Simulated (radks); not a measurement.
Question: All-electron atom: As V in [Ar] 3d10 4s1. Calculated with a radial shooting solver on a logarithmic mesh with Libxc functionals: scalar-relativistic Kohn-Sham, PBE, spin-unpolarised, spherical densities, point nucleus. Some entries of the table are withheld. Estimate them.

orbital,occ.,eigenvalue (eV),r(max) (bohr)
1s,2,(1),0.02973
2s,2,-1537.377,0.1700
2p,6,-1354.371,0.1363
3s,2,-240.5789,0.5216
3p,6,(2),0.5209
3d,10,-90.6000,0.4762
4s,1,-56.9755,1.493

Answer: 
(1) 1s eigenvalue (eV): -11771.09
(2) 3p eigenvalue (eV): -183.9144
